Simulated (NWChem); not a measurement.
System: InP2H5; SMILES [PH2][InH][PH2]

The following NWChem deck was run.

```
start job
memory heap 200 mb stack 900 mb global 1100 mb
geometry units angstroms noautoz
  In    -0.489559     0.022501     0.085403
  H     -2.218640    -0.068540     0.188593
  P      0.874841    -2.079761    -0.145552
  H      0.181884    -2.745279     0.913223
  H      1.928180    -1.610078     0.698148
  P      0.647069     2.253797    -0.166554
  H      1.743608     1.904973     0.680708
  H     -0.111959     2.853030     0.886502
end
basis spherical
  * library def2-svpd
end
ecp
  In library def2-ecp
end
dft
  xc xpbe96 cpbe96
  iterations 150
end
tddft
  cis
  nroots 6
  notriplet
end
task tddft energy
```

The geometry was optimised at PBE0/def2-SVP. Not confirmed as a minimum by frequencies. def2 effective core potentials on In; no spin-orbit coupling.

Vertical excitations in the gas phase.

### Question
What results follow from this input? (PBE/def2-SVPD with def2 effective core potentials on In, TDA.) Quantities: lowest excitation, singlet (eV); oscillator strength of that lowest state; lowest state with f > 0.02, singlet (eV); oscillator strength of that bright state; orbital gap (eV).

### Answer
```
Item                                      Value
----------------------------------------  -----
lowest excitation, singlet (eV)            3.73
oscillator strength of that lowest state  0.028
lowest state with f > 0.02, singlet (eV)   3.73
oscillator strength of that bright state  0.028
orbital gap (eV)                           3.44
```
